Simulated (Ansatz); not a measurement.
FGaH4N2 (`[NH2][Ga]([NH2])[F]`). Total charge 0; spin multiplicity 1. Correlated methods include outer-core shells of Ga, which these sets cover unevenly. Scalar relativity is left out up to krypton.

```json
{"atom": "N1", "x (Å)": "-0.033", "y (Å)": "1.339", "z (Å)": "0.979"}
{"atom": "Ga2", "x (Å)": "-0.426", "y (Å)": "0.019", "z (Å)": "-0.189"}
{"atom": "N3", "x (Å)": "0.604", "y (Å)": "-1.365", "z (Å)": "-0.725"}
{"atom": "F4", "x (Å)": "-2.032", "y (Å)": "0.090", "z (Å)": "-0.902"}
{"atom": "H5", "x (Å)": "-0.778", "y (Å)": "1.908", "z (Å)": "1.346"}
{"atom": "H6", "x (Å)": "0.725", "y (Å)": "1.255", "z (Å)": "1.635"}
{"atom": "H7", "x (Å)": "1.602", "y (Å)": "-1.358", "z (Å)": "-0.601"}
{"atom": "H8", "x (Å)": "0.337", "y (Å)": "-1.888", "z (Å)": "-1.542"}
```

Q: Give the diagnostics of a CCSD(T)/def2-TZVPP run (frozen core, Ansatz 0.2.0). (An estimate is asked.)

A: Computed: T1 = 0.0128, largest single amplitude 0.028, largest double 0.023, (T) share of the correlation energy 3.5 %, 9 CCSD cycles. The RHF solution is stable towards an unrestricted one. T1 lies under the customary mark of 0.02 for closed shells.
